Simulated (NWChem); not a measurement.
AlH₃O; SMILES [OH][AlH2]

Program: NWChem. Geometry: optimised at PBE0/def2-SVP. Static field.

Problem. Order these by “isotropic polarisability (bohr³)”, lowest first: BHandHLYP/aug-cc-pVDZ; B3LYP/aug-cc-pVDZ; PBE/aug-cc-pVDZ.

Solution. BHandHLYP/aug-cc-pVDZ (32.0), B3LYP/aug-cc-pVDZ (34.1), PBE/aug-cc-pVDZ (35.9)
